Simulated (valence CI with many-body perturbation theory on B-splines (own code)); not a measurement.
**Os LVI: calculated level list**

Calculated by configuration interaction combined with many-body perturbation theory (CI+MBPT): three valence electrons over a frozen Dirac-Fock core [Ar], a basis of 7 s, 7 p, 8 d, 6 f, 4 g, 1 h functions for each j, with the one-electron correlation potential Σ1 (screened to all orders), the two-electron term Σ2, the three-electron term Σ3, Breit, model QED; selected single and double excitations, second order for the rest, scaled by the run's own slope (own B-spline code, finite nucleus).

No measured spectrum was set against this ion. As an estimate, large intervals hold to a few tenths of a per cent, small ones and those within an open d or f shell to about a per cent. Excitations out of the core, of the other parity, are not computed and may begin above about 240 eV (a cautious bound); beyond it only levels of the ground parity were kept, without lifetimes. Only levels of the ground parity were solved; by the run's estimate the other parity begins above the list, which can be wrong where configurations are misplaced.

Levels 1 to 19 of 19, with energies above the lowest level, (3d3/2^3) J=3/2. "Leading %" is the weight of the configuration and term that name the level; weights of strongly mixed levels are sums over their largest components and can fall short. In the jj column 3d3/2^4 stands for four electrons in 3d with j = 3/2. Lifetimes count E1, E2, E3, M1 and M2 decay at the calculated energies, and are blank where another channel may lead or the interval is too uncertain; long ones can be off by a factor of two.

| No. | Configuration | Term | J | E (cm⁻¹) | Leading % | g | Lifetime | Second component | Leading jj |
| --- | --- | --- | --- | --- | --- | --- | --- | --- | --- |
| 1 | 3d3 | 4F | 3/2 | 0 | 43 | 0.725 |  | 40 % 3d3 2D | 3d3/2^3 (99 %) |
| 2 | 3d3 | 4F | 5/2 | 607230 | 81 | 1.052 | 194 ns | 17 % 3d3 2D | 3d3/2^2 3d5/2 (99 %) |
| 3 | 3d3 | 4P | 3/2 | 659350 | 38 | 1.162 | 243 ns | 33 % 3d3 4F | 3d3/2^2 3d5/2 (99 %) |
| 4 | 3d3 | 2H | 9/2 | 689310 | 47 | 1.029 |  | 41 % 3d3 2G | 3d3/2^2 3d5/2 (100 %) |
| 5 | 3d3 | 2G | 7/2 | 691630 | 50 | 1.032 | 131 μs | 30 % 3d3 4F | 3d3/2^2 3d5/2 (98 %) |
| 6 | 3d3 | 4P | 1/2 | 704320 | 57 | 1.795 | 653 ns | 43 % 3d3 2P | 3d3/2^2 3d5/2 (100 %) |
| 7 | 3d3 | 2D | 5/2 | 902270 | 46 | 1.227 | 2.17 μs | 30 % 3d3 4P | 3d3/2^2 3d5/2 (97 %) |
| 8 | 3d3 | 4F | 7/2 | 1286400 | 68 | 1.119 | 110 ns | 30 % 3d3 2G | 3d3/2 3d5/2^2 (99 %) |
| 9 | 3d3 | 4F | 9/2 | 1325200 | 50 | 1.127 | 187 ns | 41 % 3d3 2H | 3d3/2 3d5/2^2 (98 %) |
| 10 | 3d3 | 4P | 3/2 | 1369500 | 40 | 1.101 | 94.9 ns | 37 % 3d3 2D | 3d3/2 3d5/2^2 (100 %) |
| 11 | 3d3 | 2P | 1/2 | 1394200 | 57 | 1.518 | 145 ns | 43 % 3d3 4P | 3d3/2 3d5/2^2 (100 %) |
| 12 | 3d3 | 2H | 11/2 | 1403800 | 100 | 1.078 | 479 ns |  | 3d3/2 3d5/2^2 (100 %) |
| 13 | 3d3 | 2D | 5/2 | 1405800 | 40 | 1.296 | 178 ns | 40 % 3d3 4P | 3d3/2 3d5/2^2 (97 %) |
| 14 | 3d3 | 2F | 5/2 | 1481600 | 44 | 1.088 | 287 ns | 39 % 3d3 2D | 3d3/2 3d5/2^2 (98 %) |
| 15 | 3d3 | 2F | 7/2 | 1483400 | 78 | 1.081 | 368 ns | 20 % 3d3 2G | 3d3/2 3d5/2^2 (99 %) |
| 16 | 3d3 | 2D | 3/2 | 1654700 | 80 | 0.875 | 198 ns | 15 % 3d3 2P | 3d3/2 3d5/2^2 (97 %) |
| 17 | 3d3 | 2G | 9/2 | 2004700 | 49 | 1.160 |  | 39 % 3d3 4F | 3d5/2^3 (99 %) |
| 18 | 3d3 | 2P | 3/2 | 2122100 | 42 | 1.139 |  | 42 % 3d3 2D | 3d5/2^3 (97 %) |
| 19 | 3d3 | 2D | 5/2 | 2207000 | 59 | 1.162 |  | 22 % 3d3 2F | 3d5/2^3 (98 %) |

The ionisation energy to 3d2 3F_2 of the next ion comes out as 5422 eV (NIST: 5421 ± 5 eV (theoretical)). All 19 levels together are meant to be complete up to 1939100 cm⁻¹.
